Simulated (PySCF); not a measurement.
**How methods differ on the ionisation energy of Ru²⁹⁺**

Ru²⁹⁺ [Ne] 3s2 3p3 (4S) → Ru³⁰⁺ [Ne] 3s2 3p2 (3P), as a difference of total energies. All numbers are calculated (PySCF 2.14, no relativity, point nucleus, in an uncontracted even-tempered set (16 s from 4.1 bohr⁻², ratio 2.5; 10 p from 5.4 bohr⁻², ratio 2.5; 5 d from 23 bohr⁻², ratio 2.7; 4 f from 34 bohr⁻², ratio 2.7)). Correlated levels: outer shells: 1s2 frozen; virtual orbitals above 40 to 60 times the deepest correlated orbital energy dropped. The calculations carry no spin-orbit coupling.

```json
{"method": "UHF", "ionisation energy (eV)": "1645.2"}
{"method": "LDA", "ionisation energy (eV)": "1645.9"}
{"method": "PBE", "ionisation energy (eV)": "1646.1"}
{"method": "PBE0", "ionisation energy (eV)": "1646.3"}
{"method": "r2SCAN", "ionisation energy (eV)": "1646.9"}
{"method": "BHandHLYP", "ionisation energy (eV)": "1646.3"}
{"method": "MN15", "ionisation energy (eV)": "1649.3"}
{"method": "MP2 (outer shells)", "ionisation energy (eV)": "1645.6"}
{"method": "SCS-MP2 (outer shells)", "ionisation energy (eV)": "1645.3"}
```

Spin-orbit coupling is strong in these open shells (close to jj coupling). The scalar numbers leave it out and a first-order estimate fails, so it can dominate the gap to the real levels.

All relativistic terms are absent from these numbers, so their closeness to the reference says little about the methods.

For comparison: 1659 ± 6 eV (semi-empirical (NIST evaluation); NIST Atomic Spectra Database, ionization energies).
